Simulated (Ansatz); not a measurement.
Program: Ansatz. Geometries: PBE0-D4/def2-TZVP. ΔE: electronic, gas phase. CCSD(T)/CBS is the MP2 limit (def2-TZVPP, def2-QZVPP) plus CCSD(T) − MP2 in def2-TZVPP, frozen cores. DFT in def2-TZVPP. For Ge outer-core shells are correlated without core-valence functions, which leaves a few kJ/mol of doubt a bond. Scalar relativity is left out up to krypton. One conformer a species, not always the lowest.

`O[SiH2]O[SiH2][SiH3]` + `[GeH3][SiH2][GeH3]` → `[SiH3][SiH2][GeH2][SiH2][GeH3]` + `O[SiH2]O`  (formal exchange of groups at the Si–O bond)

```json
{"level": "ωB97X-V", "ΔE (kJ/mol)": "65.9"}
{"level": "B2PLYP", "ΔE (kJ/mol)": "71.8"}
```

Problem. What does CCSD(T)/CBS give? (An estimate is asked.)

Solution. The calculation gave: +61.3 kJ/mol. The listed levels differ from it by 4.6, 10.5 kJ/mol.

Largest T1 diagnostic among the species: 0.013.

The D4 term adds −8.5 kJ/mol with B3LYP and −5.2 kJ/mol with PBE0; it sums over pairs of atoms, weighted by their polarisabilities, and B3LYP, whose exchange is more repulsive, gets the larger term. In def2-TZVPP, CCSD(T) changes the Hartree–Fock value by −36.9 kJ/mol (the triples alone add −5.3 kJ/mol) and MP2 by −37.7 kJ/mol. From PBE to PBE0 (25 % exact exchange), in def2-TZVPP and without D4, ΔE moves by +5.7 kJ/mol.

B3LYP here is the variant with VWN-RPA as its local correlation; programs differ in this.
